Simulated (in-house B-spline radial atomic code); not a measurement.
**Excitations of the iron ion Fe⁸⁺ by several methods**

Full response, energies in eV; labels give the largest channel, * marks a mixed state, a dash one above the method's threshold, and an imaginary frequency an unstable closed-shell reference. Computed with an all-electron radial atomic-structure program (B-spline basis): linear response of the closed shell [Ne] 3s2 3p6 with each method's own kernel (bare exchange for TDHF, static screening on G0W0 levels for BSE, the adiabatic kernel for functionals); scalar-relativistic (spin-free one-electron X2C), finite nucleus, no spin-orbit coupling, no double excitations, S, P, D and F terms only. Only terms of natural parity with L up to 3 were computed.

```
           method  3p → 3d 3P  3p → 3d 3F  3p → 3d 1F  α (bohr³)
             TDHF       50.17       51.66       56.93     0.4953
   BSE on G0W0@HF       51.03       52.66       57.45     0.4919
         LDA VWN5       51.25       52.50       56.55     0.4945
              PBE       51.20       51.75       56.50     0.4935
             PBE0       51.06       51.87       56.77     0.4935
  B3LYP (VWN-RPA)       50.91       51.70       56.28     0.4943
        CAM-B3LYP           ?           ?           ?          ?
          LC-wPBE       51.32       51.92       56.66     0.4932
            wB97X       51.46       52.39       56.66     0.4917
            HSE06       51.12       51.91       56.80     0.4935
        BHandHLYP       50.66       51.71       56.54     0.4947
             BLYP       50.93       51.45       56.01     0.4943
           PBEsol           ?           ?           ?          ?
             BP86       51.30       51.73       56.39      0.493
LDA exchange-only       50.67       52.11       56.58      0.496
            B97-1       51.17       52.00       56.34     0.4936
             RPBE       51.22       51.72       56.51     0.4934
             OLYP       50.91       52.12       56.64      0.492
```

(1) What does CAM-B3LYP give?

(2) What does PBEsol give?

## Answers

(1) 3p → 3d 3P: 50.89; 3p → 3d 3F: 51.72; 3p → 3d 1F: 56.30; α: 0.4945 (eV, bohr³).

(2) 3p → 3d 3P: 51.19; 3p → 3d 3F: 52.04; 3p → 3d 1F: 56.62; α: 0.4938 (eV, bohr³).
